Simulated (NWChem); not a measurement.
Species: CH₃FSTi; SMILES [CH3][Ti]([F])=[S]

All runs: NWChem. Each level has its own optimisation; frequencies are unscaled.

```csv
level,r S–Ti (Å),r F–Ti (Å),r C–Ti (Å),highest harmonic frequency (cm⁻¹),lowest (cm⁻¹),zero-point energy (kcal/mol),dipole (D)
Hartree-Fock/3-21G,2.064,1.739,2.051,3242,107,26.0,5.78
B3LYP/3-21G,2.078,1.741,2.054,3101,136,24.7,5.27
PBE0/def2-SVP,2.049,1.754,2.054,3154,102,23.9,4.12
```
